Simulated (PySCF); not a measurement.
diantimony (Sb2), SMILES [Sb]#[Sb]. Geometry optimised at PBE-D3(BJ)/def2-TZVP. The def2 effective core potentials stand for the cores of Sb; spin–orbit coupling is left out.

Computed equilibrium geometry at PBE-D3(BJ)/def2-TZVP (PySCF confirms it by a frequency run) as bond lengths and angles, and its point group:
point group D∞h.
Atoms: Sb1 Sb2. Bond lengths (Å): Sb1–Sb2 2.502.
Charge 0, spin multiplicity 1.
